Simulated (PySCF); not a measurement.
Se(Me)(Et) (C₃H₈Se), SMILES CC[Se]C.

Geometry optimised at B3LYP-D3(BJ)/def2-SVP. Other conformers were not sampled.

Method: PySCF with B3LYP/def2-TZVP.

Isolated molecule, no solvent.

```
Property                                                                                                       Result
---------------------------------------------------------------------------------------------  ----------------------
total energy                                                                                      -2520.77347 hartree
highest occupied level                                                                                       -5.80 eV
lowest empty level                                                                                            0.15 eV
orbital gap                                                                                                   5.95 eV
dipole moment                                                                                                  1.55 D
quadrupole, principal values (traceless, Buckingham form, about the centre of nuclear charge)  -3.54, -1.25, 4.79 D·Å
mean static polarisability                                                                       65.3 bohr³ (9.68 Å³)
polarisability, principal values                                                               54.0, 64.8, 77.1 bohr³
```
